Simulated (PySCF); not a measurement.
C₆H₉P.
Bonds: C1–C2 (double), C2–P3, P3–C4, P3–C5, C5–C6 (triple), C6–C7. Hydrogens: H8, H9 on C1; H10 on C2; H11, H12, H13 on C4; H14, H15, H16 on C7.

Level: CAM-B3LYP/def2-SVPD in PySCF, non-relativistic, on one gas-phase PBE0-D3(BJ)/def2-SVP geometry that isn't relaxed in the solvent. The solvent is an IEF-PCM continuum (van der Waals radii × 1.2), and excitations are vertical TDDFT with non-equilibrium linear response and a frozen core. Specific hydrogen bonds and non-electrostatic terms are outside this model.

Gas-phase singlets (H = HOMO, L = LUMO):

| state | E (eV) | λ (nm) | f | leading configurations |
| --- | --- | --- | --- | --- |
| S1 | 5.186 | 239 | 0.015 | H→L+1 54%, H→L+3 18% |
| S2 | 5.571 | 223 | 0.125 | H→L 91% |
| S3 | 5.836 | 212 | 0.087 | H→L+3 51%, H→L+1 17% |
| S4 | 6.273 | 198 | 0.009 | H→L+2 39%, H→L+1 14%, H-1→L+1 13% |
| S5 | 6.397 | 194 | 0.021 | H-1→L+1 24%, H→L+2 22%, H-1→L+4 12% |

Question: How does the list change in benzene (ε = 2.271)?

Answer: 
```csv
state,E (eV),λ (nm),f,leading configurations,change by rank (eV)
S1,5.221,237,0.023,"H→L+1 54%, H→L+3 14%, H→L+2 8%",+0.035
S2,5.520,225,0.189,H→L 90%,-0.051
S3,5.816,213,0.137,"H→L+3 52%, H→L+1 17%",-0.020
S4,6.306,197,0.017,"H→L+2 39%, H-1→L+1 16%, H→L+1 13%",+0.033
S5,6.410,193,0.027,"H-1→L+1 24%, H→L+2 20%, H-1→L+4 10%",+0.013
```

Question: The ground-state energy changes by -0.086 eV from gas to benzene. By how much does the total energy of gas-phase S1 change?

Answer: E(S1) = E(S0) + excitation energy, so it changes by -0.086 + 0.035 = -0.051 eV: it is lowered less than the ground state, which is what a blue shift means. This is the vertical state, with the slow part of the continuum still set for S0.

Question: How do the frontier levels move from gas to benzene?

Answer: 
| orbital | gas (eV) | solvent (eV) | change (eV) | Löwdin shares, gas | Löwdin shares, solvent |
| --- | --- | --- | --- | --- | --- |
| LUMO+2 | 1.38 | 1.45 | +0.07 | C7 32 %, C6 17 %, H16 11 %, H14 10 % | C7 28 %, C6 20 %, C5 10 %, H16 10 % |
| LUMO+1 | 1.14 | 1.17 | +0.03 | C4 14 %, C6 13 %, P3 13 %, C5 11 % | C4 15 %, C6 14 %, P3 14 %, C5 12 % |
| LUMO | 0.93 | 0.93 | 0.00 | C1 29 %, C2 27 %, P3 12 %, H9 6 % | C1 30 %, C2 28 %, P3 13 %, H9 6 % |
| HOMO | -7.47 | -7.52 | -0.05 | P3 42 %, C5 14 %, C6 12 %, C2 9 % | P3 42 %, C5 14 %, C6 12 %, C2 9 % |
| HOMO-1 | -8.82 | -8.84 | -0.02 | C5 30 %, C6 28 %, C2 13 %, C1 11 % | C5 30 %, C6 27 %, C2 14 %, C1 11 % |
| HOMO-2 | -9.19 | -9.21 | -0.02 | C5 29 %, C6 25 %, C2 13 %, C1 12 % | C5 29 %, C6 24 %, C2 13 %, C1 12 % |
| HOMO-3 | -10.29 | -10.31 | -0.02 | P3 20 %, C2 19 %, C5 17 %, C1 12 % | P3 20 %, C2 19 %, C5 18 %, C1 12 % |

The HOMO–LUMO gap goes from 8.40 to 8.45 eV.

Conformer computed: `[CH2:1]=[CH:2][P:3]([CH3:4])[C:5]#[C:6][CH3:7]`: C1–C2–P3–C4 24°.
